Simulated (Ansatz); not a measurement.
Z-matrix (Å, degrees):
```
C
O 1 1.2045
C 1 1.5089 2 123.29
H 3 1.0888 1 112.55 2 179.96
H 3 1.0910 4 109.60 1 -120.88
H 3 1.0910 4 109.60 5 -118.23
S 1 1.7875 2 123.95 3 -179.96
C 7 1.8103 1 100.90 2 -0.02
H 8 1.0878 7 109.48 1 120.23
H 8 1.0878 9 110.02 7 -120.44
H 8 1.0896 9 110.25 10 -121.76
```
Charge 0, multiplicity 1.

All values below come from Ansatz (a first-principles code) with frozen-core CCSD(T)/cc-pVTZ // B3LYP-D3(BJ)/def2-TZVP.

```yaml
HF energy: -589.58258 Ha
MP2 correlation energy: -0.91787 Ha
```

Q: Estimate the CCSD correlation energy, the (T) correction, the total energy and the T1 diagnostic.

A: 
```json
{
 "CCSD correlation energy": "-0.95531 Ha",
 "(T) correction": "-0.04398 Ha",
 "CCSD(T) total energy": "-590.58186 Ha",
 "T1 diagnostic": "0.015"
}
```
